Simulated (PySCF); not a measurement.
Choosing a molecule for a target property.

All species are isolated and taken at one optimised geometry, non-relativistic unless stated. Electronic properties by PySCF.

The conformers computed, where there is a choice (atom-mapped SMILES and torsion angles):
- `[CH3:1][CH2:2][O:3][SiH2:4][CH2:5]/[C:6]([SiH3:7])=[CH:8]/[F:9]`: C1–C2–O3–Si4 -176°, C2–O3–Si4–C5 -178°, O3–Si4–C5–C6 59°, Si4–C5–C6–Si7 81°
- `[CH3:1][CH2:2][O:3][CH2:4]/[C:5]([SiH3:6])=[CH:7]/[SiH2:8][F:9]`: C1–C2–O3–C4 -75°, C2–O3–C4–C5 170°, O3–C4–C5–Si6 -22°, C5–C7–Si8–F9 -178°
- `[CH2:1]=[CH:2][CH2:3][CH2:4][C:5]1=[CH:6][C:7](=[O:8])[SiH2:9][CH2:10]1`: C1–C2–C3–C4 -123°, C2–C3–C4–C5 57°, C3–C4–C5–C6 -111°
- `[CH3:1][O:2][CH2:3][SiH2:4][CH2:5]/[C:6]([SiH3:7])=[CH:8]\[F:9]`: C1–O2–C3–Si4 177°, O2–C3–Si4–C5 53°, C3–Si4–C5–C6 -178°, Si4–C5–C6–Si7 96°

Question: Wanted: dipole moment below 3.3 D (PBE0/pcSseg-1) and HOMO energy above -7 eV (PBE0/pcSseg-1), at GFN2-xTB geometries. Which candidate meets both?
A. `COC[SiH2]C/C([SiH3])=C\F`
B. `C=CCCC1=CC(=O)[SiH2]C1`
C. `CCO[SiH2]C/C([SiH3])=C/F`
D. `CCOC/C([SiH3])=C/[SiH2]F`
E. `[SiH2]=S`

Answer: C. Computed values:
| species | dipole moment | HOMO energy |
| --- | --- | --- |
| COC[SiH2]C/C([SiH3])=C\F | 1.16 D | -7.04 eV |
| CCO[SiH2]C/C([SiH3])=C/F | 2.28 D | -6.88 eV |
| [SiH2]=S | 3.04 D | -7.24 eV |
| CCOC/C([SiH3])=C/[SiH2]F | 3.62 D | -7.54 eV |
| C=CCCC1=CC(=O)[SiH2]C1 | 4.32 D | -6.41 eV |
